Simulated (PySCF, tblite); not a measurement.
Isomers of C4H14Si3, one GFN2-xTB conformer each. Single-point energies are computed at PBE0/pcSseg-1 (PySCF, gas phase, no added dispersion term), electronic only.

**Question.** Rank them by PBE0/pcSseg-1 energy, lowest first (kJ/mol).
A. `[SiH3:1][SiH:2]([SiH3:3])[CH:4]1[CH2:5][CH2:6][CH2:7]1` with Si1–Si2–C4–C5 168°, Si2–C4–C5–C6 -131°, C4–C5–C6–C7 10°, C5–C6–C7–C4 -10°, Si2–C4–C7–C6 131°
B. `[SiH3:1][CH2:2][C@H:3]1[CH2:4][SiH2:5][CH2:6][SiH2:7]1` with Si1–C2–C3–C4 168°, C2–C3–C4–Si5 170°, C3–C4–Si5–C6 -33°, C4–Si5–C6–Si7 9°, Si5–C6–Si7–C3 11°

**Answer.** B (0.0), A (115.6).

As drawn, the higher has a four-membered ring and an Si–Si bond, which the lower lacks. GFN2-xTB itself gives, in the same order: 0.0, 61.7. Both levels put the same isomer lowest.

**Question.** Which frontier levels, dipoles and rotational constants go with these structures?

**Answer.** 
```tsv
SMILES	HOMO (eV, PBE0/pcSseg-1)	LUMO (eV)	dipole (D)	A, B, C (MHz)
[SiH3]C[C@H]1C[SiH2]C[SiH2]1	-8.03	0.40	0.59	2944, 767.4, 648.9
[SiH3][SiH]([SiH3])C1CCC1	-7.68	-0.39	1.11	1563, 986.5, 641.6
```

**Question.** What happens when harmonic zero-point energies from GFN2-xTB frequencies are added?

**Answer.** 
| SMILES | ZPE (kJ/mol) | electronic (kJ/mol) | with ZPE (kJ/mol) |
| --- | --- | --- | --- |
| [SiH3]C[C@H]1C[SiH2]C[SiH2]1 | 408.9 | 0.0 | 0.0 |
| [SiH3][SiH]([SiH3])C1CCC1 | 409.0 | 115.6 | 115.7 |

The zero-point energies span 0.1 kJ/mol. The order is unchanged.
